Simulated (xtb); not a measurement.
GeH₆Si, SMILES [SiH3][GeH3]. All values are semi-empirical tight-binding results from xtb (GFN2-xTB unless named), good for trends rather than for accurate numbers. Geometry optimised at GFN2-xTB.

Optimised geometry:

Bonds (Å): Si1–Ge2 2.331, Si1–H3 1.463, Si1–H4 1.463, Si1–H5 1.463, Ge2–H6 1.501, Ge2–H7 1.501, Ge2–H8 1.501. Angles (°): Ge2–Si1–H3 110.4, Ge2–Si1–H4 110.4, Ge2–Si1–H5 110.4, H3–Si1–H4 108.5, H3–Si1–H5 108.5, H4–Si1–H5 108.5, Si1–Ge2–H6 115.5, Si1–Ge2–H7 115.5, Si1–Ge2–H8 115.5, H6–Ge2–H7 102.8, H6–Ge2–H8 102.8, H7–Ge2–H8 102.8.
Charge 0, spin multiplicity 1.

For metal compounds this method's bond lengths and energies can be far off.

Computed properties:
- point group as xtb finds it = C3
- orbital gap = 5.15 eV
- zero-point energy = 28.4 kcal/mol
- G − E(el) at 298.15 K (modified RRHO) = 11.2 kcal/mol

Computed atomic charges and the Wiberg bond orders between heavy atoms:
charges (e) Si1 0.43, Ge2 0.02, H3 -0.10, H4 -0.10, H5 -0.10, H6 -0.05, H7 -0.05, H8 -0.05. Bond orders Si1–Ge2 0.78.
